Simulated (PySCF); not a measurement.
TPSS on La (lanthanum, neutral), [Xe] 5d1 6s2, 2D determinant. Calculation: PySCF 2.14, in cc-pVDZ-X2C (8s7p5d3f1g, 84 functions); scalar relativity by spin-free X2C-1e.

```
cycle= 1 E= -8492.11100751227  delta_E= -0.0126  |g|= 0.0658  |ddm|= 0.813
cycle= 2 E= -8492.11681917671  delta_E= -0.00581  |g|= 0.0482  |ddm|= 0.383
cycle= 3 E= -8492.11924073797  delta_E= -0.00242  |g|= 0.0182  |ddm|= 0.234
cycle= 4 E= -8492.11953585725  delta_E= -0.000295  |g|= 0.00471  |ddm|= 0.0677
cycle= 5 E= -8492.11954974071  delta_E= -1.39e-05  |g|= 0.00116  |ddm|= 0.0211
cycle= 6 E= -8492.11955185498  delta_E= -2.11e-06  |g|= 0.000257  |ddm|= 0.008
cycle= 7 E= -8492.11955195209  delta_E= -9.71e-08  |g|= 1.72e-05  |ddm|= 0.00145
cycle= 8 E= -8492.11955195307  delta_E= -9.75e-10  |g|= 4.2e-06  |ddm|= 0.000196
converged SCF energy = -8492.11955195307  <S^2> = 1.4596208  2S+1 = 2.6150494
```

Highest occupied orbital energy: -3.283 eV; ⟨L²⟩ = 8.87; populations by l: s 11.52, p 24.00, d 21.48, f 0.00.

Can this result be used?

Not for this state. The calculation finished and met its thresholds. ⟨L²⟩ = 8.87 against 6 for a pure D term, so this real determinant mixes terms. Spin-orbit coupling, absent here, splits the open shell strongly. ⟨S²⟩ = 1.46 against 0.75 shows spin contamination. The s, p, d and f populations moved away from the nominal configuration during the SCF.
